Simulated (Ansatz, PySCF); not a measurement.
(E)-2-chlorobut-2-ene (C4H7Cl), SMILES C/C=C(\C)Cl.

The structure is a stationary point at B3LYP-D3(BJ)/def2-SVP.

Vertical ionisation energy (IE) and electron affinity (EA) in eV. Rows of orbital energies are one-electron estimates. Where ΔSCF, EOM or ADC give a negative EA the extra electron is unbound and the value depends on the basis.

```
level                                                                       IE     EA
------------------------------------------------------------------------  ----  -----
−ε(HOMO), −ε(LUMO), ωB97X/def2-TZVP (PySCF)                               9.20  -2.41
−ε(HOMO), −ε(LUMO), PBE/def2-TZVP (PySCF)                                 5.75   0.78
ΔSCF, CAM-B3LYP/def2-SVPD (Ansatz), final states of multiplicity 2 and 2  9.10  -1.85
ΔSCF, PBE/def2-SVPD (Ansatz), final states of multiplicity 2 and 2        8.84  -1.52
```

**Question.** What vertical singlet–triplet gap does ΔSCF give with CAM-B3LYP/def2-SVPD (Ansatz, a program for electronic structure) and with PBE/def2-SVPD (Ansatz)? (Estimate from the structure and the level; the computed values follow.)

**Answer.** 4.09 and 4.11 eV (triplet above singlet where positive).
